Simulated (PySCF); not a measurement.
# Identify the compound

The spectra below were simulated for a compound C8H6ClO2P.

$^{1}$H NMR (400 MHz, computed): δ 11.41 (m, 1H), 10.20 (m, 1H), 7.96 (m, 1H), 3.11 (s, 3H).

$^{13}$C{$^{1}$H} NMR (computed): δ 199.3 (CH), 197.6 (CH), 196.4 (C), 179.4 (C), 154.7 (C), 145.9 (CH), 137.0 (C), 28.8 (CH3).

Gas phase, fast rotation and ring inversion assumed for equivalent nuclei, one computed conformer, non-relativistic Hamiltonian. GFN2-xTB structure; shieldings: GIAO PBE0/pcSseg-1; PySCF.

δ = σ(ref) − σ, references computed at the same level: $^{1}$H (σref 31.72) and $^{13}$C (σref 186.93) vs TMS.

Propose a structure and justify it.

## Answers


- 8 carbon signals for 8 carbons: no two carbons are equivalent.
- Carbon types of the structure: 4 × C, 3 × CH, 1 × CH3, which accounts for all hydrogens.
- δC 199.3, 197.6: aldehyde carbonyl carbon; low-lying n→π* states of the double bond to the heteroatom give a large paramagnetic term (-253 ppm).
- δC 196.4: aromatic carbon bearing chlorine.
- δC 179.4, 154.7, 137.0: substituted aromatic carbon.
- δC 145.9: aromatic CH.
- δH 11.41, 10.20: hydrogen on an aldehyde carbonyl carbon; deshielded by the polar, anisotropic C=O bond.
- δH 7.96: hydrogen on an aromatic CH; ring current plus the deshielding of an ortho carbonyl group.
- δH 3.11: hydrogen on a methyl carbon on an aromatic ring; benzylic-type position, deshielded by the ring.

These data were computed for `Cc1cc(C=O)pc(Cl)c1C=O`.

This is the structure that produced the data.

Carbons that carry Cl, above all several Cl atoms, come out too deshielded, partly because spin–orbit coupling is missing. Splittings by $^{31}$P in the carbon and heteronuclear signals aren't shown, as no couplings were computed. Shifts are as computed. Against solution values, carbons near 30 ppm lie about +3 ppm off and those near 130 ppm about +5 ppm; carbons on Cl a further +6 ppm. Of 1211 compounds with measured shifts, 218 miss one by over three times the rms of a fit or turn the order of signals round; such compounds aren't used in these exercises. No couplings were computed; multiplicities are counted from neighbouring protons, with m where these are inequivalent, close in shift, in a saturated or five-membered ring or joined by F or P, and br s for small geminal =CH2 splittings.
